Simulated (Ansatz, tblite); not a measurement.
Cost and result up the ladder for MgSi₃ (the lowest singlet isomer of a short search) (4 atoms). Charge 0, multiplicity 1. Geometry: r2SCAN-D4/def2-TZVP.

```xyz
4

Mg    1.8957    0.9042    0.0655
Si   -0.5009    0.7508    0.9729
Si    0.3232   -0.8355   -0.9790
Si   -1.7180   -0.8195   -0.0594
```

Ansatz on 4 threads of Arm Neoverse V1 on a shared host; xTB runs through tblite on one thread. Times are rough, summed over both states, and most runs start from the orbitals of an earlier one. PBE0-D4/def2-TZVP serves as the yardstick here, not as an exact answer. The other state is a doublet.

The xTB rows come from tblite. Correlated methods freeze 16 core orbitals; core or outer-core shells of Mg are correlated, in sets that lack core-valence functions. In CCSD on the charge 1 doublet the largest single amplitude is 0.20, so its Hartree–Fock determinant may place the open shell otherwise than the density functionals do. The structure comes from a short search, and lower isomers may exist.

Run but left out: HF/def2-TZVPP (singlet: restricted singlet, unstable towards broken spin symmetry); MP2/def2-TZVPP (charge +1 doublet: ⟨S²⟩ 1.08, where a pure state has 0.75).

Correlated methods converge slowly with the basis.

Raw xTB energies of ions are shifted by several eV.

```
              level  functions  wall time
           GFN1-xTB         31    0.007 s
           GFN2-xTB         36    0.015 s
   PBE-D4/def2-TZVP        143      7.7 s
  PBE0-D4/def2-TZVP        143       10 s
r2SCAN-D4/def2-TZVP        143       13 s
 CCSD(T)/def2-TZVPP        158       86 s
```

**Question.** Estimate what each level gives for the vertical IE (eV).

**Answer.** 
```tsv
level	vertical IE (eV)	difference from PBE0-D4/def2-TZVP (eV)	remarks
GFN1-xTB	11.54	4.07	–
GFN2-xTB	8.71	1.24	–
PBE-D4/def2-TZVP	7.54	0.07	–
PBE0-D4/def2-TZVP	7.47	0.00	–
r2SCAN-D4/def2-TZVP	7.43	-0.04	–
CCSD(T)/def2-TZVPP	7.55	0.08	large T1 (0.022) (singlet), large T1 (0.053) (+1 doublet), restricted SCF unstable (singlet), spin-contaminated (⟨S²⟩ 1.08) (+1 doublet)
```
